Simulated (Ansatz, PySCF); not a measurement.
Stretching the Si1–H2 bond in HISi (SMILES [SiH]I) (multiplicity 1 held, fragments rigid). Energies count from the point at 1.522 Å.
Geometry at that point (charge 0, multiplicity 1):
```csv
atom,x (Å),y (Å),z (Å)
Si,-1.1214,-0.9327,1.2781
H,-2.0942,-1.3863,0.1983
I,0.3357,0.2725,-0.3414
```

Restricted levels (R-, RO-) in cc, def2 and unpolarised 6-31G sets keep to the state of the molecule at rest. Active spaces are followed from a long bond inwards. Left out are points that failed, MP2 points in a non-variational dive below the minimum, coupled-cluster points behind a sign of a changed root (a jump of the amplitudes, or a one-step jump against full CI or MRCI), small-basis points behind a change of solution, and semi-empirical points at long bonds. Levels need not reach the same state.

Cores are frozen in the correlated methods. Filled d and f shells under p-block atoms count as core. Rows in 3-21G, LANL2DZ carry no dispersion term and start afresh at each structure; the Pople sets are all-electron and without relativity. LANL2DZ brings its own core potentials from Na on.

Run with Ansatz (Gaussian orbitals); PySCF for 3-21G rows, LANL2DZ rows. Values without a source in brackets are computed. In def2 rows elements past Kr take small-core potentials, without spin–orbit coupling.

Energies in kJ/mol.

```csv
R (Å),R-HF/3-21G,R-PBE/def2-TZVPP,R-B3LYP/LANL2DZ,R-MP2/def2-TZVPP,"FIC-MRCISD+Q on CASSCF(2,2)/def2-TZVPP"
1.218,117,116,116,106,107
1.370,23,25,24,19,20
1.522,0,0,0,0,0
1.675,14,10,11,17,14
1.827,46,36,39,50,45
2.055,107,88,94,113,102
2.284,174,142,152,177,157
2.664,283,220,240,270,230
3.045,378,281,310,342,275
3.502,471,331,370,402,300
4.111,562,372,left out,441,310
4.872,left out,398,left out,441,313
```

Doubts at one or more of the structures used: a restricted determinant that unrestricted orbitals would lower (R-HF/3-21G, R-PBE/def2-TZVPP, R-MP2/def2-TZVPP).

Ansatz is a quantum-chemistry and plane-wave program.
